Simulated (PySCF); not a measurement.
**Mayer bond orders and bond lengths**

C4H10S3.
Numbering: `[CH3:1][S:2][CH2:3][C@@H:4]([SH:5])[CH2:6][SH:7]` (hydrogens: H8, H9, H10 on C1; H11, H12 on C3; H13 on C4; H14 on S5; H15, H16 on C6; H17 on S7)

Geometry (GFN2-xTB, Å), atoms numbered from 1 in this order:
```xyz
17
C4H10S3 angstrom
C     -2.5030   -0.7515   -0.6338
S     -1.9828   -0.3273    1.0516
C     -0.1764   -0.4700    0.8860
C      0.4613    0.6768    0.1183
S      0.2686    2.2678    1.0271
C      1.9496    0.4559   -0.0799
S      2.2249   -1.0072   -1.1554
H     -3.5848   -0.8323   -0.6098
H     -2.2084    0.0299   -1.3280
H     -2.0631   -1.7035   -0.9163
H      0.2082   -0.5043    1.9057
H      0.0396   -1.4170    0.3879
H     -0.0200    0.8003   -0.8564
H     -0.9934    2.0272    1.3802
H      2.4420    0.2817    0.8777
H      2.3939    1.3211   -0.5716
H      3.5368   -0.8355   -1.2747
```

Bond orders from the PBE0/pcSseg-1 density (PySCF). Geometry: GFN2-xTB, one conformer, isolated molecule.

(1) How far do the computed orders between heavy atoms stray from the drawn ones?

(2) Give the Mayer order of every bond, beside its length.

Results:

(1) The largest departure is 0.058, at C3–C4 (drawn single, 0.942).

(2) 
```json
{"bond": "C1–S2", "drawn as": "single", "length (Å)": "1.814", "Mayer order": "0.986"}
{"bond": "S2–C3", "drawn as": "single", "length (Å)": "1.820", "Mayer order": "1.023"}
{"bond": "C3–C4", "drawn as": "single", "length (Å)": "1.520", "Mayer order": "0.942"}
{"bond": "C4–S5", "drawn as": "single", "length (Å)": "1.842", "Mayer order": "1.043"}
{"bond": "C4–C6", "drawn as": "single", "length (Å)": "1.518", "Mayer order": "0.999"}
{"bond": "C6–S7", "drawn as": "single", "length (Å)": "1.837", "Mayer order": "1.018"}
{"bond": "C1–H8", "drawn as": "single", "length (Å)": "1.085", "Mayer order": "0.959"}
{"bond": "C1–H9", "drawn as": "single", "length (Å)": "1.086", "Mayer order": "0.946"}
{"bond": "C1–H10", "drawn as": "single", "length (Å)": "1.086", "Mayer order": "0.949"}
{"bond": "C3–H11", "drawn as": "single", "length (Å)": "1.090", "Mayer order": "0.937"}
{"bond": "C3–H12", "drawn as": "single", "length (Å)": "1.092", "Mayer order": "0.919"}
{"bond": "C4–H13", "drawn as": "single", "length (Å)": "1.094", "Mayer order": "0.914"}
{"bond": "S5–H14", "drawn as": "single", "length (Å)": "1.332", "Mayer order": "0.903"}
{"bond": "C6–H15", "drawn as": "single", "length (Å)": "1.091", "Mayer order": "0.930"}
{"bond": "C6–H16", "drawn as": "single", "length (Å)": "1.090", "Mayer order": "0.936"}
{"bond": "S7–H17", "drawn as": "single", "length (Å)": "1.328", "Mayer order": "0.934"}
```

By pair of heavy elements: C–S: lowest C1–S2 (0.986, 1.814 Å), highest C4–S5 (1.043, 1.842 Å); in 5 of the 6 pairs the longer bond (by over 0.003 Å) has the higher order (by 0.02 or more). C–C: lowest C3–C4 (0.942, 1.520 Å), highest C4–C6 (0.999, 1.518 Å).

Problem. Sum the orders of all bonds at each heavy atom with more than one neighbour and set the sums beside the valence in the SMILES.

Solution. C1 3.840 (drawn 4), S2 2.009 (drawn 2), C3 3.821 (drawn 4), C4 3.898 (drawn 4), S5 1.946 (drawn 2), C6 3.883 (drawn 4), S7 1.952 (drawn 2). Orders between atoms that aren't bonded are not in these sums.

The Mayer order sums products of elements of PS (density times overlap matrix) between the two atoms' basis functions, so it depends on the basis set.
